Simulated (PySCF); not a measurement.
Start geometry of `[SiH3][SiH2]O[SiH2]c1ccncc1` from a GFN2-xTB structure with every atom displaced at random (by about 0.01 Å) (Å):
```
atom  x, y, z in Å
Si1    2.0108   -0.4989    1.4272
Si2    2.4294   -1.3795   -0.6536
O3     1.0539   -1.3580   -1.5670
Si4   -0.4345   -1.0215   -1.9151
C5    -1.1105    0.1856   -0.6193
C6    -0.6963    1.5267   -0.6079
C7    -1.1162    2.3688    0.3992
N8    -1.9099    1.9923    1.3745
C9    -2.3300    0.7331    1.4059
C10   -1.9579   -0.1993    0.4345
H11    0.7802   -1.0314    2.0686
H12    1.8051    0.9831    1.4167
H13    3.0783   -0.7268    2.3287
H14    3.3795   -0.6306   -1.4707
H15    2.8108   -2.8037   -0.6673
H16   -1.2027   -2.2700   -1.8277
H17   -0.4520   -0.3915   -3.2358
H18   -0.0450    1.8940   -1.3756
H19   -0.8234    3.4019    0.4290
H20   -3.0054    0.4600    2.2112
H21   -2.3354   -1.2120    0.4678
```

**Question.** What comes out of this run: PySCF, PBE0-D3(BJ)/def2-SVP geometry optimisation, gas phase?

**Answer.** 
```
atom  x, y, z in Å
Si1    2.4575    0.0582    1.8880
Si2    2.5190   -1.7399    0.3704
O3     1.4366   -1.5844   -0.8856
Si4    0.0391   -0.8733   -1.4186
C5    -0.6476    0.2362   -0.0676
C6    -0.3046    1.5915    0.0179
C7    -0.7722    2.3485    1.0929
N8    -1.5417    1.8530    2.0575
C9    -1.8794    0.5681    1.9806
C10   -1.4640   -0.2747    0.9503
H11    1.1426    0.1782    2.5854
H12    2.7747    1.3451    1.1951
H13    3.5207   -0.2010    2.9111
H14    3.8901   -1.8303   -0.2161
H15    2.2426   -3.0137    1.1051
H16   -0.9545   -1.9372   -1.7393
H17    0.3424   -0.0495   -2.6232
H18    0.3260    2.0636   -0.7408
H19   -0.5074    3.4091    1.1756
H20   -2.5170    0.1822    2.7847
H21   -1.7779   -1.3226    0.9506
```

The energy falls by 10.5 kcal/mol over 23 energy and gradient evaluations, the largest force component goes from 0.0535 to 3.0e-04 Eh/bohr, and the atoms move by 0.624 Å rms after alignment. The bond that changes most is O3–Si4 (siloxane oxygen to oxygen-bound silicon), which lengthens by 0.091 Å. Bonds longer at the end by more than 0.005 Å: 15 of 21; shorter: 1. Among the angles that change most is Si2–O3–Si4, from 156.6° to 146.2°. Among the dihedrals that turn most is H15–Si2–O3–Si4, from 130° to 100°. Rotational constants go from 1203, 605.7, 473.5 to 1154, 639.9, 489.6 MHz. The orientation of the end geometry is arbitrary; only internal coordinates are fixed.

The run used 207 basis functions and 163 SCF cycles in all.

No PBE0-D3(BJ)/def2-SVP frequencies stand behind this structure, so it isn't proved a minimum. One conformer, not necessarily the lowest.
